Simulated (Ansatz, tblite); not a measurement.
Removing an electron: TiS₂⁻. Total charge -1; doublet. Geometry: PBE-D4/def2-TZVPD. Ansatz, gas phase; energy differences of separate SCF runs; the oxidised species is a singlet (the triplet lies 0.96 eV higher at PBE0-D4/def2-TZVPD).

```xyz
3

Ti    0.0414   -0.7069   -0.1984
S    -1.6258    0.0265    0.9289
S     1.5844    0.6804   -0.7304
```

The xTB rows come from tblite. The structure comes from a short search, and lower isomers may exist.

```tsv
level	−HOMO (eV)	vertical IE (eV)	−LUMO (eV)	HOMO–LUMO gap (eV)	remarks
GFN1-xTB	–	6.64	–	–	–
PBE-D4/def2-TZVPD	-0.11	2.11	-0.69	0.58	HOMO above zero (-1 doublet), restricted SCF unstable in HF (singlet)
PBE0-D4/def2-TZVPD	1.11	2.39	-1.51	2.62	restricted SCF unstable in HF (singlet)
```

**Question.** Estimate the rows for GFN2-xTB, r2SCAN-D4/def2-TZVPD.

**Answer.** 
```json
{"level": "GFN2-xTB", "−HOMO (eV)": "–", "vertical IE (eV)": "6.68", "−LUMO (eV)": "–", "HOMO–LUMO gap (eV)": "–", "remarks": "–"}
{"level": "r2SCAN-D4/def2-TZVPD", "−HOMO (eV)": "0.18", "vertical IE (eV)": "2.23", "−LUMO (eV)": "-0.78", "HOMO–LUMO gap (eV)": "0.96", "remarks": "restricted SCF unstable in HF (singlet)"}
```

Run but left out: HF/def2-TZVPPD, MP2/def2-TZVPPD, CCSD/def2-TZVPPD, CCSD(T)/def2-TZVPPD (flagged by the program: large difference).  A HOMO above zero means that the electron is unbound at that level or that self-interaction error raises the level; the energy of removing that electron tells which. HOMO and LUMO are the levels of the spin that leaves or enters (xTB has no such levels and no spin-polarisation term). Other spin states of the ions may lie lower, which would lower the ionisation energy or raise the affinity. Raw xTB energy differences between charge states are shifted by several eV; the methods need an empirical correction for them.
